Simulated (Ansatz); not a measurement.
From O to Se: the HOMO–LUMO gap

One atom is swapped for its congeners: GaH2(OH); GaH2(SH); GaH2(SeH). All are singlets with charge 0.

Shapes, held fixed at every level: PBE0-D4/def2-TZVP. Programs: Ansatz 0.2.0. Values in eV.

(1) How should the HOMO–LUMO gap change along the series?

## Answers

(1) At wB97X-V/def2-TZVPP the HOMO–LUMO gap falls at every step, from 11.71 to 9.90 eV. Every level shows the same order. Relativity is left out for Ga, Se unless named. Orbital gaps aren't excitation energies, and the LUMO depends on the basis.

```tsv
level	GaH2(OH)	GaH2(SH)	GaH2(SeH)
SPW92/def2-TZVPP	5.03	4.19	3.85
PBE-D4/def2-TZVPP	5.19	4.30	3.95
r2SCAN-D4/def2-TZVPP	5.82	4.83	4.45
B3LYP-D4/def2-TZVPP	6.86	5.72	5.29
BHLYP-D4/def2-TZVPP	9.34	7.97	7.42
r2SCAN0-D4/def2-TZVPP	7.76	6.56	6.09
wB97X-V/def2-TZVPP	11.71	10.46	9.90
```
